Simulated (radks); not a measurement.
Correlation energies from several functionals, in hartree. Species: Bi3+ [Hg]; Cd+ [Kr] 4d10 5s1. All-electron calculation, non-relativistic Kohn-Sham, r2SCAN, spin-polarised, spherical densities, point nucleus; meta-GGA in the generalised Kohn-Sham scheme. Program: a radial shooting solver on a logarithmic mesh with Libxc functionals. Every spin shell is full or empty, so the densities are truly spherical. Functionals are evaluated on that one density, not self-consistently.

functional     Bi3+      Cd+
PW92        -8.5236  -4.5078
VWN5        -8.5582  -4.5278
PZ          -8.5316  -4.5051
Wigner      -4.3537  -2.5021
Chachiyo    -8.4334  -4.4476
PBEsol      -5.6076  -2.8411
P86         -5.6316  -2.8420
AM05        -8.0396  -4.1983
revTPSS     -5.0523  -2.5420
r2SCAN      -5.0521  -2.5173
B95         -6.2495  -3.0507
Tao-Mo      -4.9059  -2.4254
